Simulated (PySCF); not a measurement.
**Lu³⁷⁺: ionisation energy**

Lu³⁷⁺ [Ar] 3d10 4s2 4p4 (3P) → Lu³⁸⁺ [Ar] 3d10 4s2 4p3 (4S), as a difference of total energies. All numbers are calculated (PySCF 2.14, the spin-free X2C one-electron Hamiltonian (Gaussian nucleus), in an uncontracted even-tempered set (19 s from 3.3 bohr⁻², ratio 2.5; 14 p from 4.3 bohr⁻², ratio 2.5; 8 d from 7.7 bohr⁻², ratio 2.5; 4 f from 25 bohr⁻², ratio 2.7; 4 g from 37 bohr⁻², ratio 2.7)). Correlated levels: outer shells: [Ne] frozen; virtual orbitals above 40 to 60 times the deepest correlated orbital energy dropped. The calculations carry no spin-orbit coupling.

| method | ionisation energy (eV) |
| --- | --- |
| UHF | 1711.0 |
| LDA | 1714.6 |
| PBE | 1713.9 |
| PBE0 | 1713.6 |
| r2SCAN | 1713.4 |
| B97-3 | 1713.6 |
| BLYP | 1714.0 |
| MP2 (outer shells) | 1712.5 |
| SCS-MP2 (outer shells) | 1712.4 |

Spin-orbit coupling is strong in these open shells (close to jj coupling). The scalar numbers leave it out and a first-order estimate fails, so it can dominate the gap to the real levels.

Breit and QED terms and the two-electron picture change are absent.

For comparison: 1696 ± 4 eV (theoretical estimate listed by NIST; NIST Atomic Spectra Database, ionization energies).
